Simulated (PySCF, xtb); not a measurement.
C2H11NSi2, SMILES C[SiH](C)N[SiH3]. The values are those of a single conformer.

Harmonic wavenumbers (cm⁻¹) from xtb with GFN2-xTB at its own minimum, in rising order: 20, 72, 109, 120, 131, 171, 227, 244, 300, 565, 571, 632, 649, 675, 726, 761, 765, 796, 799, 811, 834, 842, 866, 983, 1202, 1373, 1377, 1486, 1492, 1494, 1499, 2137, 2203, 2243, 2260, 3036, 3040, 3041, 3044, 3051, 3053, 3475.

What does PySCF with B3LYP-D3(BJ)/def2-SVP give at its own minimum? (Estimate from the structure and the level; the computed values follow.)

26, 58, 133, 163, 175, 187, 236, 286, 342, 582, 617, 661, 691, 721, 723, 756, 810, 854, 906, 920, 939, 945, 972, 1016, 1191, 1269, 1277, 1431, 1431, 1438, 1444, 2174, 2189, 2210, 2222, 3023, 3029, 3111, 3117, 3119, 3121, 3579. Paired by order, the mean absolute difference is 49 cm⁻¹ and the zero-point energies are 76.0 and 77.3 kcal/mol.
